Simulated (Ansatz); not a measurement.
`O[Si@H](Cl)C[Si@H](O)Cl` → `[CH2][SiH](O)Cl`• + `O[SiH]Cl`•  (homolysis of the C–Si bond)

Calculated with Ansatz (gas phase, PBE0-D4/def2-TZVP geometries, no zero-point term in ΔE). CBS: MP2 limit from def2 TZ/QZ plus the TZ coupled-cluster correction, frozen cores. No spin–orbit coupling; open shells (•) take unrestricted orbitals. Each species was taken in one conformer, which may not be the lowest.

```csv
species,HF/CBS(def2) energy (Eh)
`O[Si@H](Cl)C[Si@H](O)Cl`,-1688.39504
`[CH2][SiH](O)Cl`•,-863.67555
`O[SiH]Cl`•,-824.61115
```

Question: Work out ΔE.

Answer: ΔE = (-863.67555) + (-824.61115) − (-1688.39504) = 0.10834 Eh = +284.4 kJ/mol. CCSD(T)/CBS gives +415.9 kJ/mol.

Largest T1 diagnostic among the species: 0.014.

From PBE to PBE0 (25 % exact exchange), in def2-TZVPP and without D4, ΔE moves by +7.0 kJ/mol. The D4 term adds +25.2 kJ/mol with B3LYP and +14.3 kJ/mol with PBE0; it sums over pairs of atoms, weighted by their polarisabilities, and B3LYP, whose exchange is more repulsive, gets the larger term. In def2-TZVPP, CCSD(T) changes the Hartree–Fock value by +120.8 kJ/mol (the triples alone add +11.0 kJ/mol) and MP2 by +137.8 kJ/mol; breaking electron pairs costs correlation energy, which Hartree–Fock lacks.

B3LYP here is the variant with VWN-RPA as its local correlation; programs differ in this.
